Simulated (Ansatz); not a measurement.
# Match the barriers

Saddle point of SiNH6Br, closed shell (SiNH₄Br ([NH2][SiH2][Br]) + H₂ → SiNH₅ ([NH2][SiH3]) + HBr; bonds formed: Si1–H7, Br2–H6; bonds broken: Si1–Br2, H6–H7), PBE0-D4/def2-TZVP structure:

Si1  (-0.222, -0.160, -0.347)
Br2  (0.619, 1.282, -2.477)
H3  (0.486, -1.234, -1.050)
H4  (-1.476, 0.551, -0.615)
N5  (-0.456, -0.797, 1.217)
H6  (0.982, 1.212, -0.545)
H7  (0.958, 0.983, 0.286)
H8  (-1.055, -0.363, 1.901)
H9  (0.165, -1.474, 1.631)
(Å)

Program: Ansatz 0.2.0. Basis: def2-TZVPP, with def2-QZVPP for the basis limit. Cores are frozen in the correlated methods. Filled d shells of the heavier atoms are correlated. The def2 sets are not built for correlating such inner shells, so the correlated values are less sure here. Extrapolation: Hartree–Fock as exp(−7.88 √X), correlation as X^−2.97. Four methods, as single points on the PBE0-D4 structures, gave these electronic barriers from the start structure: 175.8, 188.2, 211.9, 248.3 kJ/mol.

Problem. The methods were, in alphabetical order, CCSD(T), HF, PBE-D4, PBE0-D4. Which gave which? (A judgement: the text doesn't fix the answer.)

Solution. The calculation gives: PBE-D4 175.8; PBE0-D4 188.2; CCSD(T) 211.9; HF 248.3 kJ/mol. For comparison, CCSD(T) at an estimated basis limit (MP2 extrapolated from triple and quadruple zeta, plus CCSD(T) − MP2 in triple zeta) gives 208.2 kJ/mol.

The T1 diagnostic stays at or below 0.010.

Labels in which every atom is bracketed show which atoms are joined, not bond orders.

For scale, one of the runs: CCSD(T)/def2-TZVPP, 205 basis functions, launched by `ansatz run in.yaml --threads 4 --pin off --events-out ev --progress --plain --max-ram 9574MiB`. The run took 55 s on 4 CPU threads of an Arm Neoverse V2 (shared host), with 2.6 GiB of host memory at its peak.
